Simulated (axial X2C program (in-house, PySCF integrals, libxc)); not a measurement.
# Spin–orbit effects down a group: molecules with Na (ions), PBE0

All values come from calculations with an in-house relativistic program for diatomic molecules, spin-free (one-electron X2C) or two-component (2c: spin–orbit coupling with atomic mean-field Coulomb and Gaunt terms, which also bring small scalar terms), in Dyall basis sets with cores contracted in-house; open shells are unrestricted.

Basis sets: Na dyall-cv3z, O dyall-av3z, S dyall-av3z, Se dyall-cv3z, Te dyall-cv3z.

```json
{"molecule": "NaO⁺", "spin-free state": "M_S = 1, Λ = 0", "Re (Å)": "2.489", "ωe (cm⁻¹)": "193.5", "De (eV)": "0.32", "2c state": "Ω = 1", "Re 2c (Å)": "2.490", "ωe 2c (cm⁻¹)": "193.5", "De 2c (eV)": "0.32"}
{"molecule": "NaS⁺", "spin-free state": "M_S = 1, Λ = 0", "Re (Å)": "2.843", "ωe (cm⁻¹)": "180.8", "De (eV)": "0.56", "2c state": "Ω = 1", "Re 2c (Å)": "2.843", "ωe 2c (cm⁻¹)": "180.8", "De 2c (eV)": "0.56"}
{"molecule": "NaSe⁺", "spin-free state": "M_S = 1, Λ = 0", "Re (Å)": "2.941", "ωe (cm⁻¹)": "159.0", "De (eV)": "0.64", "2c state": "Ω = 1", "Re 2c (Å)": "2.944", "ωe 2c (cm⁻¹)": "158.0", "De 2c (eV)": "0.59"}
{"molecule": "NaTe⁺", "spin-free state": "M_S = 1, Λ = 0", "Re (Å)": "3.118", "ωe (cm⁻¹)": "150.1", "De (eV)": "0.74", "2c state": "Ω = 1", "Re 2c (Å)": "3.131", "ωe 2c (cm⁻¹)": "144.8", "De 2c (eV)": "0.57"}
```

Fragments in 2c: Na+ + O, S + Na+, Se + Na+, Te + Na+. Each entry is the lowest single determinant of a limited PBE0 search at one distance. De goes to single-determinant-based atoms at the same level (for ions the charge split of lowest energy) and is withheld (n/a) where an atom does not fit its ground term or J level. Main or longest-lived isotopes. One determinant is a doubtful description, or other states lie close, for NaO⁺, NaS⁺, NaSe⁺, NaTe⁺; these need not be ground states, and all values refer to the states named. Some open-shell Ω = 0 determinants are out of reach, so the Ω given for NaO⁺, NaS⁺, NaSe⁺, NaTe⁺ need not be the lowest component. With several unpaired electrons the Ω given is that of one determinant, not necessarily of the lowest component. Some light 2c atoms are not at their ground J level, so De misses part of their lowering (0.04 eV or less). The functionals have no current term, which raises determinants with orbital currents.
